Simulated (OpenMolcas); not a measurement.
**What dynamic correlation does to the levels of neutral nitrogen**

```
Program             : OpenMolcas 26.06
Basis               : ANO-R2 [4s4p2d1f]
Scalar Hamiltonian  : X2C, finite nucleus
Active space        : 3 electrons in 3 orbitals (2p)
State averaging     : 2S+1 = 4 odd, 1 root; 2S+1 = 2 odd, 8 roots
Spin-orbit coupling : state interaction with AMFI integrals over the reference wave functions, term energies averaged over their components
```

Methods on the same reference wave functions:
A. CASSCF
B. SS-CASPT2, IPEA 0.25 Eh, imaginary shift 0.1 Eh (closed shells correlated: 1s 2s)

Energies in eV above 2s2 2p3 4S* 3/2, the measured ground level; measured values from NIST Handbook of Basic Atomic Spectroscopic Data.

| Level | A | B | Measured |
| --- | --- | --- | --- |
| 2s2 2p3 4S* 3/2 | 0.0000 | 0.0000 | 0.0000 |
| 2s2 2p3 2D* 3/2 | 2.8529 | 2.433 | 2.3846 |
| 2s2 2p3 2D* 5/2 | 2.8530 | 2.433 | 2.3835 |
| 2s2 2p3 2P* 1/2 | 4.7104 | 3.854 | 3.5756 |
| 2s2 2p3 2P* 3/2 | 4.7105 | 3.854 | 3.5756 |

Deviations, from unrounded energies. A percentage is the sum of absolute deviations over the sum of measured energies, with the sign that they share, or ± where signs differ.

```tsv
Against measurement	Levels	A	B
mean absolute deviation (cm-1)	4	6500	1300
other terms of the ground configuration (%)	4	+26.9	+5.5
```

B lies closest to measurement on these levels. The largest miss of B in the table is 2s2 2p3 2P* 3/2, by +2200 cm-1. The ranking rests on the paired levels alone, and a cruder setting can come out closer through cancelling errors.

From A to B the spin-free energies of the other terms of 2s2 2p3 shown, above 4S*, scale by factors of 0.82 to 0.85.

The lowest spin-free term lies below A's lowest term by 0.117 hartree in B.

CASPT2 does not keep the components of a term degenerate, so their means are used; among the terms shown or strongly mixed into the levels shown the widest spread is 130 cm-1 (2s2 2p3 2D*, B). With the s shell closed, the reference lacks s² → p² mixing. Without dynamic correlation excited terms often stand tens of per cent too high (terms of higher spin than the ground term too low), and those without a measured partner can miss by more than the paired ones (holds for A). Computed and measured levels are paired by configuration, term and J; levels that our copy of the source lacks, or whose pairing is in doubt (as where it misses far off the trend of its configuration), stay unpaired and out of the deviations. Levels of configurations outside the active space are missing.

* marks odd parity.
